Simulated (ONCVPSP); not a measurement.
## u(r) = r·R(r): atom against pseudo-atom (calcium)

Columns: radius, all-electron u(r) and pseudo u(r) of the 3p shell (level -28.01 eV) of calcium in the configuration [Ne] 3s2 3p6 4s2; PBE, scalar-relativistic, ONCV scheme, ONCVPSP 4.0.1.

```
r (bohr)  all-electron  pseudo
   0.095       -0.3033  0.0177
   0.190       -0.4752  0.0704
   0.285       -0.3695  0.1569
   0.380       -0.1190  0.2729
   0.475        0.1656  0.4092
   0.570        0.4244  0.5528
   0.665        0.6326  0.6885
   0.760        0.7847  0.8026
   0.855        0.8836  0.8859
   0.950        0.9366  0.9348
   1.045        0.9529  0.9512
   1.140        0.9414  0.9406
   1.235        0.9099  0.9096
   1.330        0.8648  0.8648
   1.425        0.8114  0.8113
   1.520        0.7533  0.7533
   1.615        0.6937  0.6936
   1.710        0.6344  0.6343
   1.805        0.5769  0.5769
   1.900        0.5222  0.5222
   1.995        0.4709  0.4709
   2.090        0.4233  0.4232
   2.185        0.3794  0.3793
   2.280        0.3392  0.3392
   2.375        0.3027  0.3027
   2.470        0.2696  0.2696
```

Problem. How many radial nodes do the two functions have?

Solution. The all-electron 3p function has n − l − 1 = 1; the pseudo-wave has 0, since the states of the same l below it are removed with the core.

Problem. At about which radius was the pseudo-wave matched?

Solution. 1.40 bohr. The columns agree to 0.0005 from 1.24 bohr on; several derivatives are matched, so the curves merge somewhat inside the radius.

Problem. Is the pseudo-wave norm-conserving?

Solution. Yes: the ONCV scheme keeps the norm inside the radius equal to the all-electron one, which fixes the energy derivative of the logarithmic derivative at the level.
